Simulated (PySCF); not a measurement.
Molecule: sum formula InO3H3, charge 1, multiplicity 2. SMILES of the parent species: [OH][In]([OH])[OH]
Coordinates optimised at B3LYP-D3(BJ)/def2-TZVP (Ansatz):
```
In
O 1 1.9182
H 2 0.9701 1 114.72
O 1 2.0363 2 154.22 3 10.37
H 4 0.9744 1 117.33 2 -114.75
O 1 2.0583 2 136.05 3 -174.44
H 6 0.9750 1 118.60 2 -109.74
```
Charge +1, spin multiplicity 2.

Dispersion corrections to the total energy (kcal/mol) from the dftd3 and dftd4 libraries through PySCF: D3(BJ) without and D4 with the three-body term, each with the damping fitted for the functional named.

```csv
functional,D3(BJ),D4
PBE0,…,-1.81
HSE06,-1.61,-1.71
revPBE,-5.34,-6.03
TPSSh,-2.62,-2.59
TPSS,-2.83,…
B2PLYP,-2.10,-1.48
B2GP-PLYP,…,-0.90
```

Problem. What belongs in the gaps?

Solution. 
- PBE0, D3(BJ): -1.97
- TPSS, D4: -2.88
- B2GP-PLYP, D3(BJ): -2.30
